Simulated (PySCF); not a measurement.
SiF2ClBr, SMILES F[Si](F)(Cl)Br.

Geometry optimised at PBE0-D3(BJ)/def2-SVP. This is a generated structure with no PubChem entry under its InChIKey; it may be hypothetical.

Method: TDA-PBE/def2-SVPD (PySCF).

Vertical excitations. Isolated molecule, no solvent. State labels are in the subgroup Cs.

Task: List the lowest excited states. (Estimate from the structure and the level; the computed values follow.)

Result: 
| state | symmetry | energy (eV) | λ (nm) | f | main pairs |
|---|---|---|---|---|---|
| S1 | A' | 6.50 | 191 | 0.028 | HOMO→LUMO 98 % |
| S2 | A" | 6.58 | 188 | 0.009 | HOMO−1→LUMO 99 % |
| S3 | A" | 7.30 | 170 | 0.015 | HOMO−2→LUMO 99 % |
| S4 | A' | 7.49 | 165 | 0.023 | HOMO−3→LUMO 97 % |
| S5 | A" | 7.79 | 159 | 0.000 | HOMO→LUMO+1 99 % |
| S6 | A' | 7.91 | 157 | 0.005 | HOMO→LUMO+2 75 %, HOMO−1→LUMO+1 24 % |
| S7 | A" | 7.96 | 156 | 0.007 | HOMO−1→LUMO+2 99 % |
| S8 | A' | 8.10 | 153 | 0.002 | HOMO−1→LUMO+1 52 %, HOMO−4→LUMO 22 %, HOMO→LUMO+2 13 %, HOMO→LUMO+3 11 % |
| S9 | A' | 8.36 | 148 | 0.017 | HOMO→LUMO+3 74 %, HOMO−4→LUMO 23 % |
| S10 | A" | 8.45 | 147 | 0.013 | HOMO−1→LUMO+3 96 % |
| T1 | A' | 6.06 | 205 | 0 | HOMO→LUMO 99 % |
| T2 | A" | 6.17 | 201 | 0 | HOMO−1→LUMO 99 % |
| T3 | A" | 6.95 | 178 | 0 | HOMO−2→LUMO 99 % |
| T4 | A' | 7.09 | 175 | 0 | HOMO−3→LUMO 98 % |
Triplets are in the Tamm–Dancoff approximation.
